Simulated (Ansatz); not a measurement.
Frontier orbitals of CH6FNO2Si, SMILES `CO[Si](N)(O)F`.

Total charge 0; spin multiplicity 1. The geometry is a stationary point of PBE0-D4/def2-TZVP. It is one conformer, not always the lowest. Basis def2-TZVPP, Ansatz 0.2.0.

```tsv
functional	HOMO (eV)	LUMO (eV)	gap (eV)
PBE	-6.43	-0.17	6.26
r2SCAN	-6.76	0.54	7.30
PBE0	-7.97	0.71	8.68
B3LYP	-7.70	0.33	8.03
CAM-B3LYP	-9.45	1.47	10.92
ωB97M-V	-10.40	2.15	12.55
```

Against PBE, PBE0 changes HOMO and LUMO by −1.54 and +0.88 eV, ωB97M-V by −3.97 and +2.32 eV. A gap of 6.27 eV thus becomes 12.55 eV for the same molecule, so an orbital gap means little without its functional. A positive LUMO is unbound and depends on the basis.

B3LYP here is the variant with VWN-RPA as its local correlation; programs differ in this.
